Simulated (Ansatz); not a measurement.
Two structures of Si₂H₅F₃, closed shell, reached by relaxing down either side of one saddle point (PBE0-D4/def2-TZVP). Energies are electronic, without zero-point energy. Computed with Ansatz 0.2.0 (basis: def2-TZVPP and def2-QZVPP); correlated methods freeze the cores. Extrapolation: Hartree–Fock as exp(−7.88 √X), correlation as X^−2.97. First:

```json
{"atom": "Si1", "x (Å)": "-0.8499", "y (Å)": "-1.0079", "z (Å)": "0.3578"}
{"atom": "Si2", "x (Å)": "-0.3583", "y (Å)": "1.2530", "z (Å)": "-0.0384"}
{"atom": "F3", "x (Å)": "-0.6192", "y (Å)": "-1.8586", "z (Å)": "-0.9631"}
{"atom": "F4", "x (Å)": "0.0887", "y (Å)": "-1.5807", "z (Å)": "1.5035"}
{"atom": "H5", "x (Å)": "-2.2515", "y (Å)": "-1.2293", "z (Å)": "0.7850"}
{"atom": "H6", "x (Å)": "2.3015", "y (Å)": "0.0308", "z (Å)": "-0.6663"}
{"atom": "F7", "x (Å)": "2.4531", "y (Å)": "-0.8776", "z (Å)": "-0.6037"}
{"atom": "H8", "x (Å)": "-0.5742", "y (Å)": "2.0341", "z (Å)": "1.2067"}
{"atom": "H9", "x (Å)": "1.0543", "y (Å)": "1.4624", "z (Å)": "-0.4707"}
{"atom": "H10", "x (Å)": "-1.2447", "y (Å)": "1.7736", "z (Å)": "-1.1109"}
```

Second:

```xyz
10
angstrom
Si -0.3552 -1.9406 0.4335
Si 0.3307 1.9675 -0.4162
F -0.7154 -2.1977 -1.0757
F -0.2414 -3.3339 1.1552
H -1.3693 -1.1106 1.0787
H 1.7561 1.8158 -0.7952
F 1.0567 -1.2454 0.4915
H 0.1805 1.8227 1.0541
H -0.1647 3.3031 -0.8343
H -0.4780 0.9189 -1.0916
```

Which bonds change from the first to the second?

Si₂H₄F₂ ([F][SiH]([F])[SiH3]) + HF → SiHF₃ ([F][SiH]([F])[F]) + SiH₄; bonds formed: Si1–F7, Si2–H6; bonds broken: Si1–Si2, H6–F7.

Give the saddle point's structure and its height above each. (An estimate is asked for; the value comes from the calculation.)

The calculation gives: 1.528 eV above the first and 3.342 eV above the second (CCSD(T) at an estimated basis limit (MP2 extrapolated from triple and quadruple zeta, plus CCSD(T) − MP2 in triple zeta)).
```csv
atom,x (Å),y (Å),z (Å)
Si1,-0.2175,-1.1424,0.1929
Si2,-0.0569,1.3899,-0.1410
F3,-0.4963,-2.1176,-1.0215
F4,0.2404,-1.8386,1.5381
H5,-1.5950,-0.6976,0.5424
H6,1.1460,-0.0418,-0.3236
F7,1.6161,-1.0704,-0.3430
H8,-0.5083,1.7457,1.2263
H9,1.0495,2.2957,-0.5628
H10,-1.1782,1.4769,-1.1079
```

No T1 diagnostic of these runs exceeds 0.014. The start structure is not quite a true minimum (one mode of 43i cm⁻¹).

Labels in which every atom is bracketed show which atoms are joined, not bond orders.

For scale, one of the runs: CCSD(T)/def2-TZVPP, 247 basis functions, launched by `ansatz run in.yaml --threads 8 --pin off --events-out ev --progress --plain --max-ram 19148MiB`. Time: 72 s of wall clock on 8 CPU threads of an Arm Neoverse V2; the host was shared. Peak host memory: 5.2 GiB.
